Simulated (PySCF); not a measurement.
1-ethenoxypropa-1,2-diene (C₅H₆O), SMILES O(C=C=C)C=C.

Coordinates come from a B3LYP-D3(BJ)/def2-SVP optimisation. Other conformers were not sampled.

Method: TDDFT-M06-2X/def2-SVPD run with PySCF.

Vertical excitations. Gas-phase values at a fixed geometry.

```json
[
 {"state": "S1", "energy (eV)": "4.84", "λ (nm)": "256", "f": "0.002", "main pairs": "HOMO→LUMO 71 %, HOMO−1→LUMO 20 %"},
 {"state": "S2", "energy (eV)": "6.30", "λ (nm)": "197", "f": "0.383", "main pairs": "HOMO→LUMO+1 94 %"},
 {"state": "S3", "energy (eV)": "6.49", "λ (nm)": "191", "f": "0.027", "main pairs": "HOMO→LUMO+2 45 %, HOMO−2→LUMO+1 17 %, HOMO→LUMO 14 %"},
 {"state": "S4", "energy (eV)": "6.58", "λ (nm)": "188", "f": "0.019", "main pairs": "HOMO−2→LUMO+1 50 %, HOMO→LUMO+2 23 %, HOMO−2→LUMO+5 14 %"},
 {"state": "S5", "energy (eV)": "6.86", "λ (nm)": "181", "f": "0.005", "main pairs": "HOMO−1→LUMO 40 %, HOMO→LUMO+3 21 %, HOMO→LUMO+2 14 %"},
 {"state": "S6", "energy (eV)": "7.03", "λ (nm)": "176", "f": "0.066", "main pairs": "HOMO→LUMO+5 48 %, HOMO→LUMO+3 17 %, HOMO−1→LUMO 15 %"},
 {"state": "S7", "energy (eV)": "7.09", "λ (nm)": "175", "f": "0.013", "main pairs": "HOMO→LUMO+4 29 %, HOMO→LUMO+3 20 %, HOMO→LUMO+5 16 %, HOMO−1→LUMO 13 %"},
 {"state": "S8", "energy (eV)": "7.25", "λ (nm)": "171", "f": "0.024", "main pairs": "HOMO→LUMO+4 52 %, HOMO→LUMO+3 12 %, HOMO→LUMO+5 11 %, HOMO−1→LUMO+2 9 %"},
 {"state": "S9", "energy (eV)": "7.45", "λ (nm)": "167", "f": "0.093", "main pairs": "HOMO−2→LUMO 50 %, HOMO−1→LUMO+1 36 %"},
 {"state": "S10", "energy (eV)": "7.74", "λ (nm)": "160", "f": "0.128", "main pairs": "HOMO−2→LUMO+2 50 %, HOMO−1→LUMO+1 12 %, HOMO−2→LUMO+3 8 %, HOMO−2→LUMO 8 %"},
 {"state": "T1", "energy (eV)": "4.47", "λ (nm)": "277", "f": "0", "main pairs": "HOMO→LUMO+1 66 %, HOMO−1→LUMO+5 13 %"},
 {"state": "T2", "energy (eV)": "4.64", "λ (nm)": "267", "f": "0", "main pairs": "HOMO→LUMO 69 %, HOMO−1→LUMO 18 %"},
 {"state": "T3", "energy (eV)": "4.74", "λ (nm)": "262", "f": "0", "main pairs": "HOMO→LUMO+5 34 %, HOMO−1→LUMO+1 24 %, HOMO−2→LUMO 24 %"},
 {"state": "T4", "energy (eV)": "5.04", "λ (nm)": "246", "f": "0", "main pairs": "HOMO−2→LUMO 49 %, HOMO→LUMO+5 15 %, HOMO−1→LUMO+1 14 %"}
]
```
Triplets are in the Tamm–Dancoff approximation, which puts them higher than full response would, so one can lie above its singlet here.
